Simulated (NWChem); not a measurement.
# CH$_{7}$GeN; SMILES [GeH3][CH2]N

```xyz
10

N      0.4282    -2.0273    -0.0705
C     -0.6602    -1.0744     0.0273
Ge     0.0547     0.7574    -0.0099
H      0.0777    -2.9799    -0.1533
H      1.0048    -2.0047     0.7680
H     -1.3244    -1.1838     0.9108
H     -1.3100    -1.1707    -0.8584
H     -1.0643     1.7833     0.2640
H      1.1286     0.8981     1.0895
H      0.7003     1.0587    -1.3729
```
Atoms are numbered in this order, from 1.

Computed with NWChem. Pople sets run with spherical d functions. Medium grid unless said otherwise, to which SCAN and Minnesota functionals are sensitive. Coordinates come from a PBE0/def2-SVP optimisation. Hybrids' shares of exact exchange are those that their runs print; pure functionals count as 0. The functionals differ in more than this share.

```csv
row,share of exact exchange,orbital gap (eV)
PBE/6-31G*,0.00,5.56
SCAN/6-31G*,0.00,6.38
B3LYP/6-31G*,0.20,7.37
PBE0/6-31G*,0.25,7.89
PW6B95/6-31G*,0.28,8.01
BHandHLYP/6-31G*,0.50,10.05
M05-2X/6-31G*,0.56,withheld
```

Question: Fit a straight line of the last column on the one before it, predict the withheld value, and compare with the run.

Answer: 
1. Means of the 6 shown rows: x = 0.205, y = 7.543. Slope Σ(x − x̄)(y − ȳ)/Σ(x − x̄)² = 1.436/0.1788 = 8.034; intercept 5.896.
2. The shown rows scatter about the line by 0.259 (root mean square); the largest residual is +0.48, at SCAN/6-31G*.
3. At x = 0.56 (M05-2X/6-31G*; beyond the shown range) the line gives 10.40.
4. The run gives 10.22, -0.18 from the line, 0.7 times the scatter.
